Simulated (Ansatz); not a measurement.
Gas-phase electronic energies from Ansatz, PBE0-D4/def2-TZVP geometries. CBS: MP2 limit from def2 TZ/QZ plus the TZ coupled-cluster correction, frozen cores. DFT in def2-TZVPP. One conformer a species, not always the lowest.

`O[SiH2]C#C[SiH2]O` + `N=C(N)S` → `N=C(S)N[SiH2]O` + `C#C[SiH2]O`  (ligand exchange at the Si–C bond)

CCSD(T)/CBS gives -18.2 kJ/mol.

Question: Another level gave -17.9 kJ/mol. Which?
A. ωB97X-V/def2-TZVPP
B. B2PLYP/def2-TZVPP
C. PBE/def2-TZVPP
D. PBE-D4/def2-TZVPP

Answer: A. ωB97X-V -17.9, PBE-D4 -9.4, B2PLYP -13.5, PBE -5.3 kJ/mol.

Largest T1 diagnostic among the species: 0.014.

From PBE to PBE0 (25 % exact exchange), in def2-TZVPP and without D4, ΔE moves by −3.9 kJ/mol. The D4 term adds −6.4 kJ/mol with B3LYP and −3.6 kJ/mol with PBE0; it sums over pairs of atoms, weighted by their polarisabilities, and B3LYP, whose exchange is more repulsive, gets the larger term.

B3LYP here is the variant with VWN-RPA as its local correlation; programs differ in this.
